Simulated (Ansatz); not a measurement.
`[GeH3][TeH]` + `CCC` → `CC(C)[TeH]` + GeH₄  (formal exchange of groups at a Te–Ge bond)

Program: Ansatz. Geometries: PBE0-D4/def2-TZVP. ΔE: electronic, gas phase. CCSD(T)/CBS is the MP2 limit (def2-TZVPP, def2-QZVPP) plus CCSD(T) − MP2 in def2-TZVPP, frozen cores. Functionals use def2-TZVPP. HSE06 is defined as in plane-wave codes. def2 core potentials past Kr. For Ge, Te outer-core shells are correlated without core-valence functions, which leaves a few kJ/mol of doubt a bond. Scalar relativity is left out up to krypton.

```
             level  ΔE (kJ/mol)  difference from CCSD(T)/CBS
         r2SCAN-D4         98.9                          8.0
        r2SCAN0-D4        103.7                         12.8
          HSE06-D4        101.9                         11.0
      CAM-B3LYP-D4         97.7                          6.8
          PBE-QIDH        101.0                         10.1
           r2SCANh        102.3                         11.4
           r2SCAN0        105.3                         14.4
             HSE06        105.9                         15.0
      MP2/def2-SVP         98.5                          7.6
  CCSD(T)/def2-SVP         98.7                          7.8
     HF/def2-TZVPP        115.7                         24.8
    MP2/def2-TZVPP         89.4                         -1.5
CCSD(T)/def2-TZVPP         90.2                         -0.7
SCS-MP2/def2-QZVPP         90.8                         -0.1
      HF/CBS(def2)        115.0                         24.1
    CCSD/CBS(def2)         95.3                          4.4
       CCSD(T)/CBS         90.9                            0
```

Largest T1 diagnostic among the species: 0.012.

At CCSD(T), def2-SVP lies +7.7 kJ/mol from the extrapolated value and def2-TZVPP −0.7 kJ/mol. Leaving LDA and LC-ωPBE aside and taking each functional with its dispersion term where it has one, the values, not all of them listed here, spread over 13.2 kJ/mol, from revPBE-D4 to BHLYP-D4. LDA lies −9.9 kJ/mol from PBE without D4.
